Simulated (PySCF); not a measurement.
## How methods differ on the ionisation energy of Pt²⁺

Pt²⁺ [Xe] 4f14 5d8 (3F) → Pt³⁺ [Xe] 4f14 5d7 (4F), as a difference of total energies. All numbers are calculated (PySCF 2.14, a scalar-relativistic core potential, in aug-cc-pVTZ-PP with ECP60MDF (6s6p5d3f2g, 88 functions)). Correlated levels: valence: 5s2 5p6 frozen. The calculations carry no spin-orbit coupling.

```csv
method,ionisation energy (eV)
UHF,29.098
LDA,31.428
PBE,31.104
PBE0,30.917
r2SCAN,30.849
B97-3,30.983
BP86,31.240
MP2 (valence),30.685
SCS-MP2 (valence),30.717
```

Estimate what wB97M-V gives.

30.819 eV, closest to r2SCAN among the rows shown.

Estimate what LC-wPBE gives.

30.834 eV, closest to r2SCAN among the rows shown.

The reference lies between the lowest fine-structure levels, while these numbers refer to the centres of the terms.

Errors of the correlated levels include the incompleteness of this basis and the frozen core.

For comparison: 29 ± 1.6 eV (theoretical estimate listed by NIST; NIST Atomic Spectra Database, ionization energies).
